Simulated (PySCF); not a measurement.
TlIn: from constants to spectrum

UHF-CCSD(T) constants of TlIn, ³Π (triplet), unpaired electrons σ ↑, π ↑ (basis Tl cc-pVDZ-PP with ECP60, In cc-pVDZ-PP with ECP28; scalar-relativistic core potentials; PySCF 2.14; masses 204.9744 and 114.9039 u):

- ωe: 99.2 cm⁻¹
- ωexe: 0.232 cm⁻¹
- Be: 0.023572 cm⁻¹
- αe: 8.38e-05 cm⁻¹
- D (centrifugal): 5.32e-09 cm⁻¹
- De to Tl + In: 1.02 eV

**Question.** Give the vibrational terms G(v) and spacings up to v = 3.

**Answer.** G(v) = ωe(v+½) − ωexe(v+½)².

```tsv
v	G(v) (cm⁻¹)	G(v) − G(v−1)	Bv (cm⁻¹)
0	50		0.02353
1	148	99	0.02345
2	247	98	0.02336
3	344	98	0.02328
```

**Question.** How well does the Morse estimate ωe²/(4ωexe) reproduce De, and what is D0?

**Answer.** It gives 1.31 eV, 129 % of the computed De. D0 = De − G(0) = 1.02 − 0.01 = 1.01 eV.

Correlated steps freeze 8 core orbitals. Correlated levels converge slowly with the basis: in double zeta they bind strong bonds too weakly, by up to about 1 eV, and carry superposition errors of some tenths. These are scalar-relativistic numbers at best; spin–orbit coupling would shift them, the dissociation energy most. The state was picked by a PBE0 search and need not be the measured ground state.
